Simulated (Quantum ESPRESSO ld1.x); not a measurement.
All-electron atom: Os4+ in [Xe] 4f14 5d4.

Method: Dirac Kohn-Sham, OLYP, spin-unpolarised, spherical densities, point nucleus; open shells fill j = l - 1/2 first; computed with ld1.x of Quantum ESPRESSO 7.5.

Energy parts (hartree):
| part | energy |
|---|---|
| total | -17284.50 |
| kinetic | 19626.54 |
| electron-nucleus | -43194.83 |
| Hartree | 6629.66 |
| exchange-correlation | -345.87 |

Orbitals (lengths in bohr, moments of r in powers of bohr; <r^-3> diverges for s and p1/2; r(90%) holds 90 % of the orbital's charge):
orbital,occ.,eigenvalue (hartree),<r>,<r^-3>,<r^4>,r(90%),small-component weight
1s1/2,2,-2712.45,0.01773,-,5.122e-07,0.0323,8.26e-02
2s1/2,2,-473.690,0.07424,-,0.00007578,0.116,1.88e-02
2p1/2,2,-453.554,0.06130,-,0.00004543,0.102,1.89e-02
2p3/2,4,-397.288,0.06949,17910,0.00006777,0.113,1.69e-02
3s1/2,2,-111.553,0.1933,-,0.002781,0.284,6.23e-03
3p1/2,2,-102.562,0.1834,-,0.002443,0.276,6.17e-03
3p3/2,4,-90.2859,0.1986,4099,0.003283,0.297,5.61e-03
3d3/2,4,-75.2712,0.1733,712.5,0.002205,0.270,5.50e-03
3d5/2,6,-72.6086,0.1780,600.0,0.002412,0.276,5.35e-03
4s1/2,2,-24.8692,0.4315,-,0.06422,0.620,2.08e-03
4p1/2,2,-21.0984,0.4355,-,0.06951,0.633,1.99e-03
4p3/2,4,-18.2104,0.4691,965.3,0.09323,0.681,1.77e-03
4d3/2,4,-12.0323,0.4820,148.5,0.1161,0.722,1.57e-03
4d5/2,6,-11.4965,0.4933,122.3,0.1272,0.738,1.52e-03
5s1/2,2,-5.02326,0.9998,-,1.819,1.43,4.95e-04
5p1/2,2,-3.84842,1.084,-,2.615,1.57,4.19e-04
4f5/2,6,-3.66295,0.5498,23.78,0.2995,0.897,1.13e-03
4f7/2,8,-3.55895,0.5577,22.64,0.3185,0.910,1.11e-03
5p3/2,4,-3.38249,1.175,154.0,3.601,1.70,3.62e-04
5d3/2,4,-1.78980,1.513,14.80,11.29,2.27,2.17e-04
5d5/2,0,-1.73750,1.552,12.05,12.49,2.33,2.07e-04
6s1/2,0,-1.49317,2.372,-,55.46,3.37,1.02e-04
6p1/2,0,-1.21087,2.701,-,92.19,3.82,7.91e-05
6p3/2,0,-1.13805,2.870,24.67,115.4,4.04,7.12e-05

The highest occupied level is 5d3/2 at -48.703 eV. For comparison, the ionisation energy in NIST's Atomic Spectra Database is 55 eV (theoretical). In exact Kohn-Sham theory the highest level is minus the ionisation energy, but local and semilocal functionals leave it too shallow, through self-interaction and a potential that decays too fast; potentials with the right tail come closer. The density falls to 0.001 e/bohr^3 at r = 3.17 bohr.

Beside tabulated values, note that spin-unpolarised runs miss the spin-polarisation part of the exchange energy of open shells.
